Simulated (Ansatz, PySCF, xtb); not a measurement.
Pair of molecules: NH3 (SMILES N) (first 4 atoms) with PH3 (SMILES P); geometry from B3LYP-D3(BJ)/def2-TZVP, rigid monomers moved along the line of their centres of mass till N1···P5 is 2.90 Å.
(charge 0, multiplicity 1):
```xyz
8

N     -0.06426    -0.11648     0.07645
H     -0.90631    -0.68055     0.07660
H     -0.34211     0.83583    -0.13135
H      0.52022    -0.43874    -0.68638
P     -0.09538     0.39477     2.93224
H      1.15012     0.89490     2.48439
H      0.26358     0.46707     4.30756
H      0.29224    -0.96010     2.80528
```

Interaction energies are E(AB) − E(A) − E(B) at the monomers' geometry in the complex; basis-set methods are counterpoise corrected. Rows marked so take none.

Cores are frozen in the correlated methods. CBS(a, b) extrapolates the correlation energy as X⁻³ and adds the Hartree–Fock energy of set b. Rows in STO-3G carry no dispersion term and start afresh at each structure.

Run with Ansatz (Gaussian basis) for Hartree–Fock, density functionals and correlated methods; PySCF for STO-3G rows; xtb for the GFN methods. 

### Question
Give the interaction energy at the level GFN-FF.

### Answer
-8 kJ/mol

### Question
What is the computed interaction energy (CCSD(T)/CBS(aug-cc-pV(D+d)Z, aug-cc-pV(T+d)Z))?

### Answer
-3 kJ/mol

### Question
Predict the interaction energy from HF/STO-3G (no counterpoise).

### Answer
4 kJ/mol

Ansatz is a program for electronic structure.
